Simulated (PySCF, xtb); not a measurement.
ZnH, SMILES [ZnH] (connectivity only; charge and spin as stated), neutral, multiplicity 2.

Harmonic wavenumbers (cm⁻¹) from GFN2-xTB run with xtb at its own minimum, in rising order: 1158.

Task: What does PBE-D3(BJ)/def2-TZVPD (PySCF) give at its own minimum? (The exact figures need the calculation; the answer reports its results.)

Result: 1483. Paired by order, the mean absolute difference is 325 cm⁻¹ and the zero-point energies are 1.7 and 2.1 kcal/mol.
